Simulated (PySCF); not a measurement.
**Basis-set dependence of population analyses: `O=C1CCC(=O)O1`**

C4H4O3.
Bonds: O1–C2 (double), C2–C3, C3–C4, C4–C5, C5–O6 (double), C5–O7, C2–O7. Hydrogens: H8, H9 on C3; H10, H11 on C4.

PBE0 throughout (PySCF), one geometry, spherical d and f functions. Geometry: PBE0-D3(BJ)/def2-SVP; no solvent, vibrations or thermal averaging. Atoms taken as equivalent share a column and are averaged.

Mulliken charges (e):

```
        basis  functions   O1/O6   C2/C5   C3/C4      O7  H8/H9/H10/H11
       STO-3G         39  -0.197  +0.257  -0.181  -0.179         +0.106
     pcSseg-0         71  -0.441  +0.699  -0.573  -0.618         +0.312
        6-31G         71  -0.353  +0.539  -0.439  -0.464         +0.242
       6-31G*        106  -0.390  +0.610  -0.478  -0.440         +0.239
      cc-pVDZ        118  -0.189  +0.199  -0.100  -0.198         +0.094
     def2-SVP        118  -0.170  +0.210  -0.110  -0.260         +0.100
     pcSseg-1        139  -0.338  +0.465  -0.290  -0.395         +0.180
  aug-cc-pVDZ        197  -0.582  +0.736  +0.387  -0.553         -0.132
6-311+G(2d,p)        213  -0.428  +0.512  -0.245  -0.389         +0.178
    def2-TZVP        241  -0.245  +0.219  -0.201  -0.138         +0.147
      cc-pVTZ        266  -0.238  +0.248  -0.217  -0.115         +0.133
     IGLO-III        285  -0.410  +0.516  -0.296  -0.255         +0.159
     pcSseg-2        308  -0.341  +0.373  -0.054  -0.275         +0.080
```

IAO charges (e):

```json
{"basis": "STO-3G", "functions": "39", "O1/O6": "-0.199", "C2/C5": "+0.287", "C3/C4": "-0.316", "O7": "-0.176", "H8/H9/H10/H11": "+0.158"}
{"basis": "pcSseg-0", "functions": "71", "O1/O6": "-0.352", "C2/C5": "+0.473", "C3/C4": "-0.353", "O7": "-0.295", "H8/H9/H10/H11": "+0.190"}
{"basis": "6-31G", "functions": "71", "O1/O6": "-0.359", "C2/C5": "+0.474", "C3/C4": "-0.345", "O7": "-0.293", "H8/H9/H10/H11": "+0.189"}
{"basis": "6-31G*", "functions": "106", "O1/O6": "-0.392", "C2/C5": "+0.530", "C3/C4": "-0.339", "O7": "-0.315", "H8/H9/H10/H11": "+0.179"}
{"basis": "cc-pVDZ", "functions": "118", "O1/O6": "-0.387", "C2/C5": "+0.526", "C3/C4": "-0.341", "O7": "-0.312", "H8/H9/H10/H11": "+0.179"}
{"basis": "def2-SVP", "functions": "118", "O1/O6": "-0.385", "C2/C5": "+0.522", "C3/C4": "-0.335", "O7": "-0.311", "H8/H9/H10/H11": "+0.177"}
{"basis": "pcSseg-1", "functions": "139", "O1/O6": "-0.395", "C2/C5": "+0.530", "C3/C4": "-0.338", "O7": "-0.316", "H8/H9/H10/H11": "+0.180"}
{"basis": "aug-cc-pVDZ", "functions": "197", "O1/O6": "-0.405", "C2/C5": "+0.539", "C3/C4": "-0.344", "O7": "-0.317", "H8/H9/H10/H11": "+0.184"}
{"basis": "6-311+G(2d,p)", "functions": "213", "O1/O6": "-0.406", "C2/C5": "+0.541", "C3/C4": "-0.345", "O7": "-0.318", "H8/H9/H10/H11": "+0.185"}
{"basis": "def2-TZVP", "functions": "241", "O1/O6": "-0.406", "C2/C5": "+0.545", "C3/C4": "-0.346", "O7": "-0.321", "H8/H9/H10/H11": "+0.184"}
{"basis": "cc-pVTZ", "functions": "266", "O1/O6": "-0.404", "C2/C5": "+0.543", "C3/C4": "-0.347", "O7": "-0.320", "H8/H9/H10/H11": "+0.184"}
{"basis": "IGLO-III", "functions": "285", "O1/O6": "-0.407", "C2/C5": "+0.543", "C3/C4": "-0.346", "O7": "-0.320", "H8/H9/H10/H11": "+0.185"}
{"basis": "pcSseg-2", "functions": "308", "O1/O6": "-0.407", "C2/C5": "+0.544", "C3/C4": "-0.346", "O7": "-0.321", "H8/H9/H10/H11": "+0.185"}
```

Hirshfeld charges (e):

```tsv
basis	functions	O1/O6	C2/C5	C3/C4	O7	H8/H9/H10/H11
STO-3G	39	-0.156	+0.170	-0.027	-0.098	+0.032
pcSseg-0	71	-0.219	+0.211	-0.063	-0.108	+0.062
6-31G	71	-0.230	+0.213	-0.058	-0.115	+0.066
6-31G*	106	-0.239	+0.213	-0.056	-0.094	+0.065
cc-pVDZ	118	-0.227	+0.208	-0.068	-0.083	+0.064
def2-SVP	118	-0.233	+0.217	-0.070	-0.090	+0.066
pcSseg-1	139	-0.236	+0.219	-0.070	-0.096	+0.068
aug-cc-pVDZ	197	-0.237	+0.215	-0.077	-0.092	+0.072
6-311+G(2d,p)	213	-0.238	+0.213	-0.071	-0.093	+0.071
def2-TZVP	241	-0.238	+0.215	-0.073	-0.091	+0.071
cc-pVTZ	266	-0.237	+0.215	-0.074	-0.088	+0.070
IGLO-III	285	-0.238	+0.215	-0.076	-0.092	+0.072
pcSseg-2	308	-0.239	+0.217	-0.076	-0.092	+0.072
```

**Question.** Which scheme is steadiest as the basis changes?

**Answer.** Largest range over the bases for any column: Hirshfeld 0.08 e, IAO 0.26 e, Mulliken 0.96 e. Hirshfeld charges move least and Mulliken charges most, counted in e. Without the minimal STO-3G basis the ranges are Hirshfeld 0.03, IAO 0.07, Mulliken 0.96 e.

**Question.** How much do the charges still move between the two largest bases, IGLO-III and pcSseg-2?

**Answer.** At most, over all atoms: Mulliken 0.241 e, IAO 0.001 e, Hirshfeld 0.002 e.

**Question.** What do the same runs give for the total energy, the frontier levels and the dipole moment?

**Answer.** 
```tsv
basis	energy (Eh)	HOMO (eV)	LUMO (eV)	μ (D)
STO-3G	-375.1329	-4.91	2.27	2.85
pcSseg-0	-379.1935	-8.50	-1.10	4.93
6-31G	-379.9674	-8.27	-0.96	5.00
6-31G*	-380.1084	-8.09	-0.56	4.35
cc-pVDZ	-380.1421	-8.09	-0.56	4.22
def2-SVP	-379.8333	-8.27	-0.73	4.40
pcSseg-1	-380.0763	-8.42	-0.88	4.57
aug-cc-pVDZ	-380.1692	-8.40	-0.91	4.49
6-311+G(2d,p)	-380.2307	-8.45	-0.93	4.53
def2-TZVP	-380.2656	-8.39	-0.83	4.46
cc-pVTZ	-380.2501	-8.33	-0.76	4.36
IGLO-III	-380.2702	-8.43	-0.90	4.49
pcSseg-2	-380.2632	-8.43	-0.90	4.54
```

The dipole is fixed by the density alone, so its range of 2.15 D shows that the density itself changes with the basis, not only its division among atoms.
